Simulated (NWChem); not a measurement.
Molecule: GeSiH5OCl; SMILES O[SiH2][GeH2][Cl]

```xyz
9

O      1.2906     1.8806    -0.3525
Si    -0.2623     1.7307     0.2210
Ge    -0.7885    -0.5861    -0.0771
Cl     1.2483    -1.4099     0.1067
H      1.8170     1.0739    -0.2594
H     -1.1557     2.6232    -0.5669
H     -0.3948     2.0588     1.6733
H     -1.6276    -1.2909     1.0037
H     -1.2790    -1.0159    -1.4717
```
Atoms are numbered in this order, from 1.

Program: NWChem. Structure relaxed at the PBE0/def2-SVP level. Total energies compare along this basis series because the functional is fixed.

```json
[
 {"level": "B3LYP/pcseg-1", "basis functions": "102", "energy (Ha)": "-2904.8168", "highest occupied level (eV)": "-7.97", "orbital gap (eV)": "6.53", "dipole (D)": "2.28"},
 {"level": "B3LYP/aug-pcseg-1", "basis functions": "158", "energy (Ha)": "-2904.8288", "highest occupied level (eV)": "-7.96", "orbital gap (eV)": "6.38", "dipole (D)": "2.12"},
 {"level": "B3LYP/pcseg-2", "basis functions": "211", "energy (Ha)": "-2905.2175", "highest occupied level (eV)": "-7.94", "orbital gap (eV)": "6.44", "dipole (D)": "2.10"},
 {"level": "B3LYP/STO-3G", "basis functions": "46", "energy (Ha)": "-2871.6009", "highest occupied level (eV)": "[?]", "orbital gap (eV)": "[?]", "dipole (D)": "[?]"},
 {"level": "B3LYP/def2-SVP", "basis functions": "107", "energy (Ha)": "-2904.5252", "highest occupied level (eV)": "-7.74", "orbital gap (eV)": "6.66", "dipole (D)": "1.80"}
]
```

Question: Some entries are withheld; supply them.

Answer: 
- B3LYP/STO-3G, highest occupied level (eV): -4.26
- B3LYP/STO-3G, orbital gap (eV): 7.46
- B3LYP/STO-3G, dipole (D): 2.65
